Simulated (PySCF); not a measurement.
An equivalent PySCF input for Ga(2+) (gallium, charge +2), [Ar] 3d10 4s1, 2S determinant, with scalar relativity through the core potential:

```python
from pyscf import gto, scf, dft, mp, cc
import basis_set_exchange as bse
txt = bse.get_basis("aug-cc-pVTZ-PP", elements=["Ga"], fmt="nwchem", header=False)
cut = txt.index("\nECP")
mol = gto.M(atom="Ga 0 0 0", charge=2, spin=1, symmetry="D2h",
            basis=gto.basis.parse(txt[:cut]),
            ecp={"Ga": gto.basis.parse_ecp(txt[cut:])})
mf = dft.UKS(mol, xc="B88,P86")
mf.irrep_nelec = {'Ag': (4, 3), 'B1g': (1, 1), 'B2g': (1, 1), 'B3g': (1, 1), 'B1u': (1, 1), 'B2u': (1, 1), 'B3u': (1, 1)}
mf.kernel()
```

It reaches the same state as the run whose output follows, with an energy that differs only through the grid. The run itself started from symmetry-adapted Hartree-Fock orbitals and held the occupation by maximum overlap, on a logarithmic radial grid, so the iterations belong to that start.

```
SCF conv_tol = 1e-09
number electrons alpha = 10  beta = 9
XC functionals = B88,P86
    A. D. Becke.,  Phys. Rev. A 38, 3098 (1988)
    J. P. Perdew.,  Phys. Rev. B 33, 8822 (1986)
cycle= 1 E= -258.595369985406  delta_E= -0.00386  |g|= 0.138  |ddm|= 0.583
cycle= 2 E= -258.595920119306  delta_E= -0.00055  |g|= 0.127  |ddm|= 0.327
cycle= 3 E= -258.60032451488  delta_E= -0.0044  |g|= 0.000559  |ddm|= 0.153
cycle= 4 E= -258.600324591861  delta_E= -7.7e-08  |g|= 2.18e-05  |ddm|= 0.00058
cycle= 5 E= -258.600324591993  delta_E= -1.32e-10  |g|= 1.3e-06  |ddm|= 3.22e-05
converged SCF energy = -258.600324591993  <S^2> = 0.75055968  2S+1 = 2.0005596
```

Energies and moments cover only the electrons outside the core potential.
